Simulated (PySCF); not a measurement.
## Dipole response of O (oxygen, neutral)

[He] 2s2 2p4, high-spin 3P determinant. Calculation: PySCF 2.14, in aug-cc-pVTZ; no relativity, point nucleus. Coupled (time-dependent) response in atomic units; α is the mean over directions.

```csv
method,mean α (bohr³),"α xx, yy, zz",C₆ (like pair),S(−4)
UHF,4.602,"4.411, 4.984, 4.411",13.53,9.096
PBE,5.453,"5.047, 6.265, 5.047",16.76,15.00
PBE0,5.128,"4.810, 5.763, 4.810",15.54,12.36
wB97M-V,5.286,"4.930, 5.997, 4.930",16.06,13.93
B3LYP,5.197,"4.861, 5.871, 4.861",15.76,13.03
```

S(−4) is the Cauchy moment in α(ω) = α(0) + S(−4) ω² + …

Reference α: 5.3 ± 0.2 bohr³ (recommended; Schwerdtfeger and Nagle, table of static dipole polarizabilities (2023 update)). Published C₆: 15.60 (Chu and Dalgarno (2004); Tang, Norbeck and Certain (1976)).

α(iu) at UHF:

```tsv
u (hartree)	α(iu) (bohr³)
0	4.602
0.0500	4.579
0.100	4.514
0.200	4.279
0.300	3.961
0.500	3.271
0.750	2.524
1.00	1.961
1.50	1.248
2.00	0.8542
3.00	0.4678
5.00	0.2011
```

A single London oscillator, α(iu) = α/(1 + u²/ω²), gives C₆ = (3/4) ω α². Matching the computed C₆ needs ω = 4 × 13.53 / (3 × 4.602²) = 0.852 hartree.

The components differ because the open shell of this determinant is not spherical; for a pure term their mean is the scalar polarisability.
